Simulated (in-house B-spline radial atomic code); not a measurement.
Whole-atom quantities along the 57-electron series, configuration 1s2 2s2 2p6 3s2 3p6 3d10 4s2 4p6 4d10 4f5/2(6) 4f7/2(3) 5s2. Breit and QED terms are first order and not part of the total energy; the density at the nucleus is averaged over the nuclear charge. Computed with an all-electron radial atomic-structure program (B-spline basis): Dirac-Hartree-Fock, jj configuration that fills j = l - 1/2 first, finite nuclei.

```csv
ion,Z,E/Z² (Eh),Σ<r²> (bohr²),n(0)/Z³ (bohr⁻³),Lamb diamagnetic shielding (ppm),repulsion over attraction,Breit energy (eV),self-energy (eV),vacuum polarisation (eV)
Ho10+,67,-2.8053,15.675,2.4948,8146.32,0.13989,324.95,261.82,-42.712
Er11+,68,-2.8237,14.554,2.5811,8321.84,0.13842,341.99,276.72,-45.784
Tm12+,69,-2.8419,13.573,2.683,8498.79,0.13694,359.67,292.29,-49.06
```
